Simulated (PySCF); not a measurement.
Nuclear quadrupole coupling in `OCCC[PH2+]CO`

Species: C4H12O2P (charge +1).
Z-matrix (Å and degrees, GFN2-xTB geometry), rows numbered from 1:
```
O 
C   1  1.4113
C   2  1.5365  1  110.99
C   3  1.5335  2  110.12  1    37.77
P   4  1.8118  3  113.41  2    36.48
C   5  1.8280  4  107.64  3   173.56
O   6  1.4036  5  100.32  4   -54.46
H   1  0.9640  2  109.90  3    84.81
H   2  1.0981  1  105.67  3   118.23
H   2  1.0922  1  111.89  3  -124.53
H   3  1.0905  2  110.55  1   -82.17
H   3  1.0893  2  108.83  1   159.66
H   4  1.0948  3  111.48  2   156.84
H   4  1.0957  3  110.68  2   -82.66
H   5  1.3679  4  116.42  3   -62.50
H   5  1.3744  4  109.24  3    60.89
H   6  1.0993  5  110.42  4  -174.03
H   6  1.1008  5  110.99  4    65.01
H   7  0.9653  6  111.72  5  -174.72
```

Field gradients from the PBE0/pcSseg-1 density (PySCF, non-relativistic), principal values in atomic units, ordered |Vxx| ≤ |Vyy| ≤ |Vzz|:

```
atom     Vxx     Vyy      Vzz
  O1  0.0697  1.8238  -1.8935
  O7  0.0480  2.0061  -2.0541
```

**Question.** Find the asymmetry η = (Vxx − Vyy)/Vzz and the couplings χ = eQV/h (234.96 MHz × Q in barn × V in au), with Q(17O) = −0.0256 b.

**Answer.** 
```
atom     environment  nucleus     η  χzz (MHz)  χxx (MHz)  χyy (MHz)
  O1  alcohol oxygen      17O  0.93      11.39      -0.42     -10.97
  O7  alcohol oxygen      17O  0.95      12.36      -0.29     -12.07
```

At O1 and O7 η is above 0.9: Vyy and Vzz are nearly equal in size and opposite in sign, so a small change could swap them and flip the sign of χzz. The tensor is traceless: Vxx + Vyy + Vzz = 0.

**Question.** What is Vzz at O1 in SI units (1 au = 9.71736 × 10²¹ V/m²)?

**Answer.** -1.8935 au = -18.400 × 10²¹ V/m².

**Question.** And the gradient at the other heavy atoms, for which no coupling is worked out here?

**Answer.** 
```
atom                     environment  Vzz (au)     η
  C2          carbinol carbon (C–OH)     0.371  0.29
  C3                chain CH2 carbon     0.166  0.42
  C4  sp3 carbon bound to phosphorus     0.260  0.24
  P5          phosphonium phosphorus     0.169  0.97
  C6          carbinol carbon (C–OH)     0.297  0.85
```

Were the hydrogens deuterons (Q(2H) = 0.00286 b), χzz would run from 137 kHz (H16) to 309 kHz (H8).

Geometry: GFN2-xTB, one conformer, isolated ion. GFN2-xTB bond lengths can be off by several hundredths of an ångström, more for odd bonds, and the gradients follow them. The basis is small and wasn't made for field gradients, so the couplings can be 20 % off.

These values come from a run that also computed NMR shieldings. Rough CPU time on one thread of a shared machine: about 90 s.
